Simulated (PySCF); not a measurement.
Electron correlation in Tl⁺ (thallium, charge +1)

Starting occupation: [Xe] 4f14 5d10 6s2. Calculation: PySCF 2.14, in x2c-SVPall-2c with one added diffuse shell each of s, p type (8s12p7d2f, 93 functions); X2C-1e with screened-nucleus spin-orbit coupling, Gaussian nucleus. Frozen: [Kr] 4d10 4f14; 20 electrons correlated; the 22 highest virtual spinors left out.

MP2 pair energies summed by pair of shells (mhartree):

| pair | energy | share (%) |
| --- | --- | --- |
| 5d3/2-5d5/2 | -89.24 | 26.7 |
| 5d5/2-5d5/2 | -62.95 | 18.8 |
| 5d5/2-6s1/2 | -47.72 | 14.3 |
| 5d3/2-6s1/2 | -32.59 | 9.7 |
| 5d3/2-5d3/2 | -28.29 | 8.5 |
| 6s1/2-6s1/2 | -18.23 | 5.5 |
| 5d5/2-5p3/2 | -11.77 | 3.5 |
| 5p3/2-5p3/2 | -7.53 | 2.3 |
| 5d3/2-5p3/2 | -7.40 | 2.2 |
| 5p1/2-5p3/2 | -7.00 | 2.1 |
| 5d5/2-5p1/2 | -4.62 | 1.4 |
| 5d5/2-5s1/2 | -3.10 | 0.9 |
| 5d3/2-5p1/2 | -3.09 | 0.9 |
| 5p3/2-6s1/2 | -2.83 | 0.8 |
| 5d3/2-5s1/2 | -1.95 | 0.6 |
| 5p3/2-5s1/2 | -1.58 | 0.5 |
| 5p1/2-5p1/2 | -1.48 | 0.4 |
| 5p1/2-6s1/2 | -0.89 | 0.3 |
| 5s1/2-5s1/2 | -0.87 | 0.3 |
| 5p1/2-5s1/2 | -0.71 | 0.2 |
| 5s1/2-6s1/2 | -0.45 | 0.1 |

Total MP2 correlation energy: -334.29 mhartree.

This basis was not built for core-valence correlation, so the inner-shell part is incomplete.
